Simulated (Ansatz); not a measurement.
`C[B]([SiH3])[GaH2]`, 12 atoms. The species carries charge 0 and has multiplicity 1. Correlated methods include outer-core shells of Ga, which these sets cover unevenly. Scalar relativity is left out up to krypton. All runs use 4 threads of an Arm Neoverse V1 on a shared host. Correlated methods freeze the cores.

**Question.** How many basis functions does each run have, and how long does it take in Ansatz? RKS PBE0-D4/def2-QZVPP energy; RKS PBE0-D4/def2-SVP energy; RHF-CCSD(T)/def2-TZVPP energy; RKS HSE06 (plane-wave form)-D4/def2-TZVPP energy; RHF-CCSD(T)/def2-SVP energy; RKS ωB97M-V/def2-SVP energy; RHF-MP2/def2-QZVPP energy; RKS CAM-B3LYP-D4/def2-TZVPP energy; RKS BHLYP-D4/def2-TZVPP energy; RKS PBE0-D4/def2-TZVP relaxation (26 steps); RKS PBE0-D4/def2-TZVP frequencies; RKS r2SCAN0-D4/def2-TZVPP energy. (Best estimate.)

**Answer.** The calculation gave: Other jobs shared the machine, so times are rough.

```tsv
level	job	functions	wall time	peak host memory (GiB)
RKS PBE0-D4/def2-SVP	energy	118	1.7 s	0.26
RKS BHLYP-D4/def2-TZVPP	energy	264	4.8 s	0.78
RKS HSE06 (plane-wave form)-D4/def2-TZVPP	energy	264	4.8 s	0.79
RKS CAM-B3LYP-D4/def2-TZVPP	energy	264	5.5 s	0.85
RKS ωB97M-V/def2-SVP	energy	118	7.5 s	0.4
RKS r2SCAN0-D4/def2-TZVPP	energy	264	7.5 s	0.77
RHF-CCSD(T)/def2-SVP	energy	118	8.5 s	0.59
RKS PBE0-D4/def2-QZVPP	energy	513	14 s	2.1
RHF-MP2/def2-QZVPP	energy	513	35 s	3.5
RKS PBE0-D4/def2-TZVP	relaxation (26 steps)	195	110 s	0.57
RKS PBE0-D4/def2-TZVP	frequencies	195	3.4 min	0.56
RHF-CCSD(T)/def2-TZVPP	energy	264	3.9 min	6.1
```
